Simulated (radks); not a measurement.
Results of a calculation; reference values are marked as such.
Pt+, 77 electrons, occupied as [Xe] 4f14 5d9. Code: a radial shooting solver on a logarithmic mesh with Libxc functionals. Model: non-relativistic Kohn-Sham, r2SCAN, spin-polarised, spherical densities, point nucleus; open shells are filled with parallel spins first (spin-orbit coupling, left out, can overturn this in heavy ions); meta-GGA in the generalised Kohn-Sham scheme; relativity is left out, which matters for an element this heavy.

Local quantities along the radius. ELF = 1/(1 + alpha^2) is the electron localisation function; alpha = (tau - tau_W)/tau_unif compares the Pauli kinetic energy density with that of the uniform gas (summed over spins); r v_xc is r times the local exchange-correlation potential of spin up (hartree bohr, multiplicative part alone); -r V(r) is the screened charge that the Kohn-Sham potential of spin up presents (atomic units).

r (bohr),ELF,alpha,r v_xc,-r V(r)
0.0006435,1.000,0.02210,-0.08262,77.74
0.0007491,0.999,0.02259,-0.09066,77.69
0.0008721,0.999,0.02318,-0.09991,77.64
0.001015,0.999,0.02388,-0.1105,77.57
0.001191,0.999,0.02478,-0.1234,77.49
0.001387,0.999,0.02582,-0.1374,77.41
0.001615,0.999,0.02708,-0.1533,77.30
0.00188,0.999,0.02863,-0.1714,77.18
0.002188,0.999,0.03055,-0.1918,77.04
0.002548,0.999,0.03296,-0.2147,76.88
0.00299,0.999,0.03618,-0.2418,76.67
0.003481,0.998,0.04013,-0.2704,76.45
0.004052,0.998,0.04528,-0.3019,76.19
0.004717,0.997,0.05213,-0.3362,75.89
0.005491,0.996,0.06140,-0.3732,75.55
0.006393,0.995,0.07428,-0.4128,75.15
0.007502,0.991,0.09380,-0.4570,74.66
0.008734,0.986,0.1213,-0.5012,74.13
0.01017,0.974,0.1628,-0.5476,73.53
0.01184,0.951,0.2273,-0.5958,72.85
0.01378,0.902,0.3293,-0.6419,72.07
0.01604,0.806,0.4904,-0.6687,71.17
0.01867,0.651,0.7321,-0.6434,70.11
0.02192,0.469,1.064,-0.5919,68.83
0.02551,0.355,1.348,-0.6217,67.55
0.0297,0.331,1.421,-0.7093,66.18
0.03458,0.396,1.234,-0.7310,64.56
0.04025,0.525,0.9507,-0.8842,62.90
0.04686,0.650,0.7333,-1.002,61.02
0.05499,0.715,0.6313,-1.080,58.81
0.06402,0.696,0.6611,-1.115,56.50
0.07453,0.592,0.8295,-1.107,53.97
0.08676,0.446,1.115,-1.069,51.25
0.101,0.370,1.304,-1.037,48.36
0.1176,0.429,1.153,-1.187,45.47
0.138,0.585,0.8420,-1.405,42.32
0.1606,0.689,0.6715,-1.513,39.14
0.187,0.674,0.6958,-1.484,35.80
0.2177,0.504,0.9922,-1.345,32.35
0.2535,0.309,1.496,-1.251,28.93
0.2951,0.325,1.440,-1.281,25.58
0.3463,0.547,0.9106,-1.631,22.37
0.4031,0.701,0.6528,-1.796,19.31
0.4693,0.720,0.6240,-1.765,16.39
0.5463,0.617,0.7884,-1.627,13.77
0.636,0.408,1.204,-1.346,11.38
0.7404,0.273,1.630,-1.257,9.438
0.8619,0.351,1.359,-1.316,7.830
1.011,0.579,0.8521,-1.443,6.399
1.178,0.693,0.6663,-1.438,5.152
1.371,0.678,0.6887,-1.410,4.158
1.596,0.580,0.8513,-1.304,3.357
1.858,0.432,1.147,-1.129,2.722
2.163,0.281,1.598,-0.9089,2.217
2.538,0.158,2.312,-0.7489,1.889
2.955,0.079,3.412,-0.5838,1.643
3.44,0.033,5.411,-0.4770,1.499
4.005,0.011,9.537,-0.3662,1.373
4.662,0.003,19.17,-0.2581,1.260
5.427,0.000,44.87,-0.1624,1.163
6.369,0.000,132.7,-0.08511,1.085
7.414,0.000,456.2,-0.03823,1.038

On this mesh the ELF has minima near r = 0.030, 0.10, 0.25, 0.74 bohr, which separate the shells, and maxima near 0.055 (0.71), 0.16 (0.69), 0.47 (0.72), 1.2 (0.69).

Self-consistent cycle (total energy in hartree, residual of the potential): 1: -17326.12089, 8e+00; 2: -17333.35683, 4e+00; 3: -17335.06446, 2e+00; 4: -17335.03692, 7e-01; 5: -17335.10871, 1e-01; 6: -17335.11223, 2e-02; 7: -17335.11232, 7e-03; 8: -17335.11233, 2e-03; 9: -17335.11233, 2e-05; 10: -17335.11233, 1e-05; 11: -17335.11233, 3e-06.
